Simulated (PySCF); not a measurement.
## C6H12BNO: core ionisation energies

C6H12BNO.
Cartesian coordinates in Å at the PBE0-D3(BJ)/def2-SVP level; atoms count from 1:
```
atom  x, y, z in Å
C1    -1.991    1.115    0.763
N2    -1.547   -0.280    0.729
B3    -0.797   -0.748   -0.658
C4    -0.655   -2.356   -0.582
C5     0.592    0.041   -0.614
C6     1.313    0.832   -1.468
C7     2.516    1.217   -0.793
C8     2.446    0.645    0.440
O9     1.302   -0.061    0.561
H10   -2.735    1.268   -0.029
H11   -2.423    1.384    1.738
H12   -1.128    1.759    0.548
H13   -0.863   -0.450    1.472
H14   -2.326   -0.916    0.903
H15   -1.517   -0.352   -1.571
H16   -0.171   -2.729   -1.499
H17   -1.627   -2.876   -0.510
H18   -0.027   -2.697    0.261
H19    1.009    1.103   -2.477
H20    3.324    1.838   -1.173
H21    3.107    0.653    1.304
```

Computed, not measured: delta-SCF UKS SCAN, pcX-2 on the ionised atom, pcseg-1 elsewhere, spin-free X2C in PySCF 2.14.0. Binding energies are ΔSCF values: E(core-ionised, relaxed orbitals) − E(ground state) at a fixed geometry, referred to the vacuum level.

Question: List the computed XPS lines with their assignment.

Answer: 
```
atom(s)                        environment  level  binding energy (eV)  above the level's lowest (eV)  count
     O9                  furan-type oxygen   O 1s               539.00                           0.00      1
     N2    nitrogen bonded to B, C and 2 H   N 1s               407.28                           0.00      1
     C1                    N-methyl carbon   C 1s               292.36                          +3.35      1
     C8  aromatic CH next to a ring oxygen   C 1s               290.78                          +1.77      1
     C5        substituted aromatic carbon   C 1s               290.09                          +1.08      1
     C7                 aromatic CH carbon   C 1s               289.77                          +0.76      1
     C6                 aromatic CH carbon   C 1s               289.40                          +0.39      1
     C4          sp3 carbon bound to boron   C 1s               289.01                           0.00      1
     B3              four-coordinate boron   B 1s               193.94                           0.00      1
```

Lowest listed C 1s: C4, bonded to 3 H and B. Highest, 3.35 eV above it: C1, bonded to N and 3 H. The widest gap between neighbouring values is 1.58 eV, between 290.78 and 292.36 eV. Summing the Pauling electronegativity differences to the bonded atoms, each weighted by its formal bond order, gives -1.56 for the lowest site and -0.56 for the highest; the largest sum, +0.99, belongs to C8, 1.58 eV below the top.

Question: Express the binding energy of C 1s of C7 in atomic units and per mole.

Answer: 289.77 eV = 10.6489 Eh = 27959 kJ/mol.

Question: Which effective nuclear charge Zeff reproduces each element's mean 1s value in the hydrogen-like formula E = 13.606 eV × Zeff²?

Answer: B (Z = 5): mean 193.9 eV, Zeff = 3.78, Z − Zeff = 1.22; C (Z = 6): mean 290.2 eV, Zeff = 4.62, Z − Zeff = 1.38; N (Z = 7): mean 407.3 eV, Zeff = 5.47, Z − Zeff = 1.53; O (Z = 8): mean 539.0 eV, Zeff = 6.29, Z − Zeff = 1.71. Means run over the listed sites, weighted by atom count.

Isolated species at its PBE0-D3(BJ)/def2-SVP geometry (one conformer only).
